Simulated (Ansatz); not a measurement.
Total energies of GaCl2(OH) (GaCl₂OH) from Ansatz at PBE-D4/def2-TZVPD, gas phase (1 Eh = 27.2114 eV = 2625.5 kJ/mol). The reference geometry is relaxed at PBE0-D4/def2-SVP.

```json
{"state": "charge 0 singlet", "geometry": "reference", "energy (Eh)": "-2920.54865"}
{"state": "charge -1 doublet", "geometry": "reference", "energy (Eh)": "-2920.56594"}
{"state": "free Ga atom (doublet)", "geometry": "–", "energy (Eh)": "-1924.51534"}
{"state": "free Cl atom (doublet)", "geometry": "–", "energy (Eh)": "-459.95933"}
{"state": "free O atom (triplet)", "geometry": "–", "energy (Eh)": "-75.01069"}
{"state": "free H atom (doublet)", "geometry": "–", "energy (Eh)": "-0.49962"}
```

Task: Work out the vertical electron affinity, to the doublet.

Result: E(charge 0 singlet) − E(charge -1 doublet) = -2920.54865 − (-2920.56594) = 0.01729 Eh = 0.47 eV.

Task: What is the binding energy per atom against free atoms?

Result: Atoms: 1 × (-1924.51534) + 2 × (-459.95933) + 1 × (-75.01069) + 1 × (-0.49962) = -2919.94431 Eh. Binding: -2919.94431 − (-2920.54865) = 0.60434 Eh = 16.44 eV, or 3.29 eV for each of 5 atoms (no zero-point energy, no counterpoise term).

At PBE-D4/def2-TZVPD the highest occupied level of the charge -1 doublet lies above zero (up to 1.54 eV). By energy differences its removal costs 0.47 eV (vertical, to the charge 0 singlet, at PBE-D4/def2-TZVPD); a positive level beside a positive removal energy at the same level points to self-interaction error.
